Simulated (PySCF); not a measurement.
Job file and geometry (Å, from GFN2-xTB) of an NMR shielding run on `InChI=1S/CH10B2O2Si2/c1-7-5-3-2-4-6/h2-3H,7H2,1,6H3`, GIAO PBE0/pcSseg-1 NMR shielding, non-relativistic, gas phase in PySCF; density fitting, a coarse starting grid and PySCF grid level 2 are the driver's defaults:

```
$ OMP_NUM_THREADS=1 python probes_run.py task.json out

{"job": {"kind": "nmr", "xc": "PBE0", "basis": "pcSseg-1"}, "charge": 0, "multiplicity": 1}
C     -1.298785     1.643999     0.217093
Si    -2.163950     0.007293    -0.211498
O     -1.303766    -1.319055     0.125293
B     -0.200032    -1.896094     0.589375
B      1.066037    -0.983138     1.235781
O      1.903201    -0.315061     0.449001
Si     2.389001     0.168461    -1.006899
H     -0.380266     1.766462    -0.352475
H     -1.030950     1.684667     1.270984
H     -1.931839     2.501236     0.006956
H     -3.379590    -0.165837     0.588901
H     -2.392274    -0.096102    -1.656233
H     -0.177946    -3.080920     0.487896
H      1.273463    -0.859881     2.400856
H      1.602201    -0.399542    -2.107828
H      3.781832    -0.268985    -1.077295
H      2.236667     1.624526    -0.969817
```

Q: What does the program print?

A: 
```
coarse grid: 14880 points
cycle   1  E = -822.5688347164  dE =  6.438e-01  |g| = 9.515e-01  |ddm| = 3.606e+00
cycle   2  E = -822.2855613455  dE =  2.833e-01  |g| = 1.551e+00  |ddm| = 1.954e+00
cycle   3  E = -822.7284644925  dE = -4.429e-01  |g| = 1.349e-01  |ddm| = 1.401e+00
cycle   4  E = -822.7320472916  dE = -3.583e-03  |g| = 4.790e-02  |ddm| = 1.363e-01
cycle   5  E = -822.7326053002  dE = -5.580e-04  |g| = 8.996e-03  |ddm| = 4.337e-02
cycle   6  E = -822.7326256028  dE = -2.030e-05  |g| = 2.268e-03  |ddm| = 1.084e-02
cycle   7  E = -822.7326265086  dE = -9.058e-07  |g| = 1.064e-03  |ddm| = 2.425e-03
final grid: 133616 points
cycle   8  E = -822.7911927437  dE = -3.137e-05  |g| = 1.113e-02  |ddm| = 2.226e-02
cycle   9  E = -822.7911603654  dE =  3.238e-05  |g| = 1.751e-02  |ddm| = 1.731e-02
cycle  10  E = -822.7912157757  dE = -5.541e-05  |g| = 1.116e-03  |ddm| = 1.144e-02
cycle  11  E = -822.7912160643  dE = -2.886e-07  |g| = 2.116e-04  |ddm| = 1.381e-03
cycle  12  E = -822.7912160745  dE = -1.020e-08  |g| = 5.659e-05  |ddm| = 2.187e-04
cycle  13  E = -822.7912160753  dE = -7.753e-10  |g| = 1.776e-05  |ddm| = 7.091e-05
converged SCF energy = -822.7912160753

GIAO shielding tensors (ppm)
atom      isotropic    diamagn.    paramagn.     s11        s22        s33       span
  0 C      186.864     258.888     -72.024    176.411    190.937    193.243     16.833
  1 Si     369.215     880.560    -511.345    314.372    379.290    413.984     99.613
  2 O      115.966     397.387    -281.421   -105.545     67.897    385.547    491.092
  3 B       42.122     196.987    -154.865    -31.789     49.489    108.667    140.456
  4 B       41.855     198.121    -156.266    -33.595     49.767    109.394    142.989
  5 O      140.421     396.975    -256.554    -84.055     93.256    412.062    496.118
  6 Si     391.664     880.547    -488.883    352.000    363.409    459.583    107.583
  7 H       31.158      36.355      -5.197     26.766     28.497     38.211     11.445
  8 H       31.219      33.706      -2.488     27.766     28.749     37.141      9.374
  9 H       31.598      29.986       1.612     27.685     28.107     39.002     11.317
 10 H       26.316      28.499      -2.184     22.772     25.045     31.131      8.359
 11 H       26.316      29.801      -3.485     23.251     24.923     30.774      7.523
 12 H       25.595      29.797      -4.202     24.011     25.737     27.038      3.027
 13 H       25.639      30.821      -5.182     23.611     25.674     27.632      4.021
 14 H       26.454      31.270      -4.816     23.758     25.884     29.719      5.961
 15 H       26.393      28.521      -2.128     23.185     24.858     31.136      7.950
 16 H       26.412      30.754      -4.341     23.584     25.715     29.938      6.354
```

Size and cost of the density-fitted run: 183 basis functions, 35 s wall time on 1 thread of an Arm Neoverse V1, shared host; peak memory 0.88 GiB.
